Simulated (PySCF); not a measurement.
# `FCC[C@@H]1OC[C@@H](F)O1`, C$_{5}$H$_{8}$F$_{2}$O$_{2}$

Geometry:
```tsv
atom	x (Å)	y (Å)	z (Å)
F1	3.464	0.110	-0.099
C2	2.131	0.318	0.152
C3	1.308	-0.816	-0.447
C4	-0.172	-0.630	-0.154
O5	-0.629	0.625	-0.588
C6	-1.729	0.966	0.226
C7	-1.586	0.033	1.448
F8	-2.657	-0.842	1.470
O9	-0.415	-0.647	1.246
H10	2.012	0.360	1.239
H11	1.865	1.278	-0.301
H12	1.628	-1.767	-0.021
H13	1.450	-0.842	-1.528
H14	-0.763	-1.437	-0.630
H15	-1.659	2.022	0.485
H16	-2.678	0.761	-0.283
H17	-1.577	0.521	2.427
```

The calculation used GIAO KT1/6-31++G** magnetisability, rotational g tensor and spin-rotation constants, non-relativistic, gas phase in PySCF. Geometry: GFN2-xTB.

(1) How diamagnetic is it, and how anisotropic?

(2) Split it along the inertial axes a, b, c into diamagnetic and paramagnetic parts about the centre of mass, with the quadrupole moment.

(3) And the rotational g tensor?

Results:

(1) Isotropic -1215 × 10⁻³⁰ J/T², or -73.1 × 10⁻⁶ cm³/mol; principal values -1331, -1200, -1113 × 10⁻³⁰ J/T², anisotropy 190 × 10⁻³⁰ J/T² (root of half the summed squared differences of the principal values). The susceptibility is in cgs units.

(2) 
```tsv
axis	χ (10⁻⁶ cm³/mol)	diamagnetic (10⁻⁶ cm³/mol)	paramagnetic (10⁻⁶ cm³/mol)	summed x² of all electrons (Å²)	quadrupole Θ (D Å)
a	-79.7	-397.7	318.0	300.7	-12.01
b	-67.1	-1438.2	1371.1	55.4	+1.55
c	-72.6	-1510.9	1438.3	38.3	+10.46
```
Anisotropies 2χaa − χbb − χcc = -19.7 and 2χbb − χaa − χcc = +18.0 × 10⁻⁶ cm³/mol. Θ is traceless in Buckingham's convention.

(3) 
| axis | rotational constant (GHz) | g | nuclear part | electronic part |
| --- | --- | --- | --- | --- |
| a | 4.1418 | -0.0227 | 0.5960 | -0.6188 |
| b | 0.8249 | -0.0125 | 0.5189 | -0.5313 |
| c | 0.7787 | -0.0117 | 0.5145 | -0.5262 |

Asymmetric top; isotopes 12C, 19F, 1H, 16O; no vibrational averaging.
